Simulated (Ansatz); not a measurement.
`c1ccc(-c2ccc(-c3ccc(-c4ccc(-c5ccc(-c6ccc(-c7ccccc7)cc6)cc5)cc4)cc3)cc2)cc1`. The state is a triplet with charge 0. Geometry PBE-D4/def2-SVP, that of the neutral singlet; atoms count from 1.

Cartesian coordinates in Å:
```
C 2.843 3.873 -13.623
C 3.254 4.688 -12.555
C 2.978 4.312 -11.234
C 2.285 3.113 -10.948
C 1.993 2.715 -9.549
C 0.797 2.041 -9.213
C 0.521 1.669 -7.894
C 1.430 1.947 -6.847
C 1.138 1.550 -5.451
C -0.182 1.555 -4.946
C -0.457 1.182 -3.628
C 0.574 0.782 -2.747
C 0.282 0.385 -1.350
C -0.948 -0.217 -0.998
C -1.225 -0.589 0.320
C -0.282 -0.384 1.353
C -0.573 -0.781 2.749
C 0.443 -1.277 3.598
C 0.167 -1.655 4.915
C -1.137 -1.549 5.450
C -1.429 -1.946 6.846
C -0.762 -3.035 7.454
C -1.039 -3.411 8.771
C -1.994 -2.715 9.548
C -2.286 -3.113 10.946
C -3.586 -2.976 11.486
C -3.863 -3.352 12.807
C -2.845 -3.875 13.622
C -1.548 -4.018 13.101
C -1.272 -3.641 11.780
C -2.659 -1.626 8.941
C -2.385 -1.252 7.622
C -2.153 -1.050 4.602
C -1.878 -0.679 3.284
C 0.950 0.215 1.002
C 1.223 0.592 -0.315
C 1.894 0.775 -3.253
C 2.170 1.152 -4.570
C 2.628 2.619 -7.185
C 2.902 2.996 -8.502
C 1.878 2.304 -12.034
C 2.154 2.679 -13.356
H 3.059 4.169 -14.661
H 3.786 5.632 -12.753
H 3.280 4.974 -10.407
H 0.059 1.822 -9.999
H -0.414 1.132 -7.672
H -1.007 1.895 -5.591
H -1.493 1.239 -3.261
H -1.690 -0.431 -1.782
H -2.179 -1.087 0.550
H 1.467 -1.386 3.209
H 0.985 -2.023 5.552
H -0.039 -3.622 6.867
H -0.529 -4.288 9.198
H -4.399 -2.595 10.849
H -4.886 -3.244 13.201
H -3.062 -4.170 14.660
H -0.739 -4.418 13.733
H -0.245 -3.732 11.394
H -3.380 -1.037 9.528
H -2.896 -0.376 7.194
H -3.183 -0.971 4.981
H -2.690 -0.280 2.655
H 1.692 0.424 1.787
H 2.176 1.093 -0.541
H 2.720 0.432 -2.611
H 3.206 1.099 -4.938
H 3.351 2.868 -6.393
H 3.852 3.503 -8.730
H 1.362 1.351 -11.837
H 1.836 2.027 -14.184
```

Single mean-field runs in def2-SVP are fitted with def2-universal-jkfit. At PBE0-D4/def2-SVP a singlet of charge 0 lies 3.03 eV below the triplet at the same geometry.

Estimate the Mulliken populations of the heavy atoms from the PBE0/def2-SVP orbitals of Ansatz.


| atom | charge (e) | spin (α − β) |
| --- | --- | --- |
| C1 | -0.02 | 0.03 |
| C2 | -0.03 | -0.02 |
| C3 | -0.03 | 0.03 |
| C4 | 0.02 | -0.03 |
| C5 | 0.02 | 0.13 |
| C6 | -0.03 | -0.06 |
| C7 | -0.03 | 0.10 |
| C8 | 0.02 | -0.06 |
| C9 | 0.03 | 0.34 |
| C10 | -0.03 | -0.08 |
| C11 | -0.04 | 0.16 |
| C12 | 0.03 | 0.13 |
| C13 | 0.03 | 0.30 |
| C14 | -0.04 | 0.12 |
| C15 | -0.03 | -0.02 |
| C16 | 0.02 | 0.41 |
| C17 | 0.02 | -0.04 |
| C18 | -0.03 | 0.13 |
| C19 | -0.03 | -0.08 |
| C20 | 0.02 | 0.19 |
| C21 | 0.03 | -0.04 |
| C22 | -0.03 | 0.05 |
| C23 | -0.04 | -0.03 |
| C24 | 0.03 | 0.06 |
| C25 | 0.02 | -0.01 |
| C26 | -0.04 | 0.01 |
| C27 | -0.02 | -0.01 |
| C28 | -0.02 | 0.02 |
| C29 | -0.02 | -0.01 |
| C30 | -0.04 | 0.01 |
| C31 | -0.04 | -0.03 |
| C32 | -0.03 | 0.05 |
| C33 | -0.03 | -0.08 |
| C34 | -0.03 | 0.13 |
| C35 | -0.03 | -0.02 |
| C36 | -0.04 | 0.12 |
| C37 | -0.04 | 0.16 |
| C38 | -0.03 | -0.08 |
| C39 | -0.03 | 0.10 |
| C40 | -0.03 | -0.06 |
| C41 | -0.03 | 0.03 |
| C42 | -0.03 | -0.02 |
Mulliken values depend strongly on the basis.

Where does the spin sit?

Summed by element: C 2.05, H -0.05, of 2 unpaired in all. Largest on single atoms: C16 0.41, C9 0.34, C13 0.30.

And the Mayer bond orders between heavy atoms (over 0.3, the first 40 of 48)?

C1–C2 1.39 (1.40 Å); C1–C42 1.39 (1.40 Å); C2–C3 1.41 (1.40 Å); C3–C4 1.37 (1.41 Å); C4–C5 1.02 (1.48 Å); C4–C41 1.37 (1.41 Å); C5–C6 1.34 (1.41 Å); C5–C40 1.34 (1.41 Å); C6–C7 1.43 (1.40 Å); C7–C8 1.32 (1.41 Å); C8–C9 1.08 (1.48 Å); C8–C39 1.32 (1.41 Å); C9–C10 1.25 (1.41 Å); C9–C38 1.25 (1.41 Å); C10–C11 1.52 (1.40 Å); C11–C12 1.20 (1.41 Å); C12–C13 1.23 (1.48 Å); C12–C37 1.20 (1.41 Å); C13–C14 1.16 (1.41 Å); C13–C36 1.16 (1.41 Å); C14–C15 1.57 (1.40 Å); C15–C16 1.19 (1.41 Å); C16–C17 1.12 (1.48 Å); C16–C35 1.19 (1.41 Å); C17–C18 1.29 (1.41 Å); C17–C34 1.29 (1.41 Å); C18–C19 1.45 (1.40 Å); C19–C20 1.32 (1.41 Å); C20–C21 1.04 (1.48 Å); C20–C33 1.32 (1.41 Å); C21–C22 1.35 (1.41 Å); C21–C32 1.35 (1.41 Å); C22–C23 1.42 (1.40 Å); C23–C24 1.36 (1.41 Å); C24–C25 1.02 (1.48 Å); C24–C31 1.36 (1.41 Å); C25–C26 1.38 (1.41 Å); C25–C30 1.38 (1.41 Å); C26–C27 1.41 (1.40 Å); C27–C28 1.39 (1.40 Å).
